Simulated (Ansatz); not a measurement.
`[AlH2][SiH]([SiH3])[SiH3]` + `CBCN` → `CB[CH2][AlH2]` + `N[SiH]([SiH3])[SiH3]`  (redistribution)

Calculated with Ansatz (gas phase, PBE0-D4/def2-TZVP geometries, no zero-point term in ΔE). CCSD(T)/CBS adds triple-zeta CCSD(T) − MP2 to the extrapolated MP2 energy (def2 sets, frozen cores). Functionals use def2-TZVPP. B3LYP here is the variant with VWN-RPA as its local correlation; programs differ in this. Each species was taken in one conformer, which may not be the lowest.

`[AlH2][SiH]([SiH3])[SiH3]`:

Cartesian coordinates in Å:
```
Al -1.223 -1.930 0.973
Si 0.090 -0.516 -0.519
Si -1.131 1.395 -1.095
Si 2.006 0.253 0.581
H -1.566 -3.437 0.611
H -1.740 -1.309 2.340
H 0.507 -1.211 -1.773
H -0.340 2.299 -1.973
H -1.490 2.135 0.146
H -2.391 1.037 -1.804
H 2.879 -0.879 0.997
H 1.599 0.999 1.803
H 2.800 1.164 -0.287
```

`CBCN`:

Cartesian coordinates in Å:
```
C 0.003 1.341 1.316
B -0.207 -0.041 0.630
C 0.195 -0.293 -0.851
N 0.229 -1.677 -1.287
H 0.344 2.141 0.654
H 0.768 1.204 2.094
H -0.889 1.674 1.856
H -0.725 -0.930 1.258
H -0.531 0.346 -1.403
H 1.164 0.186 -1.051
H 0.212 -1.760 -2.295
H -0.562 -2.190 -0.921
```

`CB[CH2][AlH2]`:

Z-matrix (Å, degrees):
```
C
B 1 1.566
H 1 1.093 2 115.1
H 1 1.096 2 111.6 3 124.5
H 1 1.098 2 108.4 3 -120.8
C 2 1.524 1 123.6 3 1.9
H 2 1.206 1 117.8 3 -174.4
Al 6 1.973 2 105.1 1 -88.5
H 6 1.093 2 116.0 1 157.7
H 6 1.097 2 115.0 1 23.4
H 8 1.585 6 120.0 2 -100.7
H 8 1.586 6 119.5 2 81.8
```

`N[SiH]([SiH3])[SiH3]`:

```xyz
13

N    -0.457   -0.655    1.778
Si   -0.279   -0.595    0.059
Si   -1.481    1.245   -0.746
Si    1.993   -0.358   -0.445
H    -1.374   -0.582    2.187
H     0.125   -1.276    2.318
H    -0.773   -1.804   -0.679
H    -0.880    2.521   -0.273
H    -2.896    1.196   -0.280
H    -1.478    1.237   -2.234
H     2.796   -1.428    0.214
H     2.507    0.960    0.017
H     2.197   -0.461   -1.916
```

```csv
level,ΔE (kcal/mol),difference from CCSD(T)/CBS
PBE-D4,-26.9,3.9
PBE0-D4,-27.5,3.3
B3LYP-D4,-30.7,0.1
ωB97X-V,-29.6,1.2
B2PLYP,-31.4,-0.6
r2SCAN,-30.1,0.7
PBE0,-27.3,3.5
B3LYP,-30.2,0.6
HF/def2-TZVPP,-30.4,0.4
MP2/def2-TZVPP,-33.0,-2.2
SCS-MP2/def2-TZVPP,-32.2,-1.4
CCSD(T)/def2-TZVPP,-30.1,0.7
MP2/def2-QZVPP,-33.5,-2.7
SCS-MP2/def2-QZVPP,-32.6,-1.8
MP2/CBS(def2),-33.6,-2.8
CCSD/CBS(def2),-30.9,-0.1
CCSD(T)/CBS,-30.8,0
```

Largest T1 diagnostic among the species: 0.014.
